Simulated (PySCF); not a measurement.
Al(All)(F)(OH) (C₃H₆AlFO), SMILES C=C[CH2][Al]([OH])[F]. Atoms are numbered in the order given.

```xyz
12

Al     0.3544     0.4869     0.4838
C     -0.1151    -1.3848     0.6554
C     -1.0615    -1.3109    -0.5032
C     -0.7140    -1.2169    -1.7991
H     -0.6022    -1.6915     1.5886
H      0.7560    -2.0249     0.4496
H     -2.1271    -1.2267    -0.2527
H      0.3312    -1.2783    -2.1226
H     -1.4701    -1.0965    -2.5780
F      1.6875     0.9075    -0.4274
O     -0.6042     1.7064     1.1688
H     -0.5047     2.6451     1.0038
```
Charge 0, spin multiplicity 1.

Geometry optimised at PBE0-D3(BJ)/def2-SVP. The structure was generated by enumeration; whether it is a known compound was not checked. The values are those of a single conformer.

Calculation: TDA-B3LYP/def2-SVPD in PySCF 2.14.0.

Vertical excitations. Gas-phase values at a fixed geometry.

| state | energy (eV) | λ (nm) | f | main pairs |
|---|---|---|---|---|
| S1 | 5.24 | 237 | 0.060 | HOMO→LUMO 83 %, HOMO→LUMO+1 15 % |
| S2 | 6.24 | 199 | 0.284 | HOMO→LUMO+1 63 %, HOMO→LUMO+2 16 %, HOMO→LUMO 12 % |
| S3 | 6.53 | 190 | 0.047 | HOMO→LUMO+2 76 %, HOMO→LUMO+1 12 % |
| S4 | 6.88 | 180 | 0.004 | HOMO→LUMO+3 93 % |
| S5 | 7.10 | 175 | 0.020 | HOMO→LUMO+4 92 % |
| S6 | 7.14 | 174 | 0.054 | HOMO−1→LUMO 88 % |
| S7 | 7.42 | 167 | 0.023 | HOMO→LUMO+5 86 % |
| S8 | 7.42 | 167 | 0.017 | HOMO−2→LUMO 72 % |
| S9 | 7.59 | 163 | 0.039 | HOMO−3→LUMO 66 %, HOMO→LUMO+6 17 % |
| S10 | 7.80 | 159 | 0.047 | HOMO→LUMO+6 34 %, HOMO−1→LUMO+1 28 %, HOMO→LUMO+7 12 %, HOMO−3→LUMO 7 % |
| T1 | 3.88 | 319 | 0 | HOMO→LUMO 61 %, HOMO→LUMO+1 32 % |
| T2 | 5.12 | 242 | 0 | HOMO→LUMO+1 58 %, HOMO→LUMO 36 % |
| T3 | 6.06 | 205 | 0 | HOMO→LUMO+2 88 % |
| T4 | 6.70 | 185 | 0 | HOMO−1→LUMO 47 %, HOMO→LUMO+3 33 % |
Triplets are in the Tamm–Dancoff approximation.
